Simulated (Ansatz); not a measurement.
Cost and result for the atomization energy of `C[SiH]([AlH2])N[SiH3]` (15 atoms, 14 bonds).

Cartesian coordinates in Å:
```
C 2.3772 0.2285 0.3598
Si 0.7957 0.0597 -0.6350
Al -0.5789 -1.9601 -0.2772
N -0.3824 1.2465 -0.0731
Si -1.9856 0.7830 0.2551
H 2.2035 0.0143 1.4165
H 3.1338 -0.4699 -0.0090
H 2.7905 1.2379 0.2758
H 1.1588 0.3649 -2.0556
H -0.4194 -2.7751 1.0827
H -1.4854 -2.5579 -1.4413
H -0.1422 2.2281 -0.0529
H -2.9759 0.9655 -0.8376
H -2.5378 1.3604 1.5075
H -1.9519 -0.7259 0.4844
```

Charge 0, multiplicity 1. Geometry: relaxed with PBE0-D4/def2-TZVP. It is one conformer, not always the lowest. Program: Ansatz. All runs use 2 threads of an AMD EPYC 7R13 on a shared host and a share of an NVIDIA H100 80 GB. Times are those of one run each, without the atoms' runs, and a repeat can differ threefold. Electronic energies, without spin–orbit coupling; frozen cores. CCSD(T)/CBS adds CCSD(T) − MP2 in def2-TZVPP to the MP2 limit, and its time is that of the two runs behind it. T1 = 0.011. B3LYP takes the VWN-RPA correlation (the form of Gaussian; ORCA's B3LYP/G).

CCSD(T)/CBS is a level of theory with its own doubt, some kJ/mol a heavy atom from the limit and from the frozen cores, so smaller differences don't rank the functionals.

| level | functions | wall time |
| --- | --- | --- |
| PBE0-D4/def2-TZVPP | 328 | 2.2 s |
| B3LYP-D4/def2-TZVPP (with forces) | 328 | 2.3 s |
| PBE-D4/def2-TZVPP (with forces) | 328 | 2.3 s |
| ωB97X-V/def2-TZVPP | 328 | 2.7 s |
| r2SCAN-D4/def2-TZVPP (with forces) | 328 | 2.9 s |
| B2PLYP/def2-TZVPP | 328 | 3 s |
| MP2/def2-QZVPP | 624 | 4.5 s |
| CCSD(T)/def2-TZVPP | 328 | 5.5 s |
| ωB97M-V/def2-TZVPP (with forces) | 328 | 6.5 s |
| CCSD(T)/CBS(def2) | – | 10 s |

Problem. What atomization energy does each give, and how far from CCSD(T)/CBS? (Best estimate.)

Solution. Computed: 
```csv
level,atomization (kJ/mol),difference from CCSD(T)/CBS,per bond
PBE0-D4/def2-TZVPP,4770.2,-46.0,-3.3
B3LYP-D4/def2-TZVPP (with forces),4811.1,-5.1,-0.4
PBE-D4/def2-TZVPP (with forces),4797.4,-18.8,-1.3
ωB97X-V/def2-TZVPP,4845.0,28.8,2.1
r2SCAN-D4/def2-TZVPP (with forces),4802.4,-13.8,-1.0
B2PLYP/def2-TZVPP,4739.0,-77.2,-5.5
MP2/def2-QZVPP,4758.2,-58.0,-4.1
CCSD(T)/def2-TZVPP,4687.2,-129.0,-9.2
ωB97M-V/def2-TZVPP (with forces),4820.3,4.1,0.3
CCSD(T)/CBS(def2),4816.2,0.0,0.0
```

In def2-TZVPP, CCSD(T) changes the Hartree–Fock value by +1106.7 kJ/mol (the triples alone add +50.7 kJ/mol) and MP2 by +1100.4 kJ/mol; breaking electron pairs costs correlation energy, which Hartree–Fock lacks. The D4 term adds +60.5 kJ/mol with B3LYP and +32.2 kJ/mol with PBE0; it sums over pairs of atoms, weighted by their polarisabilities, and B3LYP, whose exchange is more repulsive, gets the larger term. From PBE to PBE0 (25 % exact exchange), in def2-TZVPP and without D4, the atomization energy moves by −21.9 kJ/mol: exact exchange takes away binding that semilocal exchange gives to molecules.
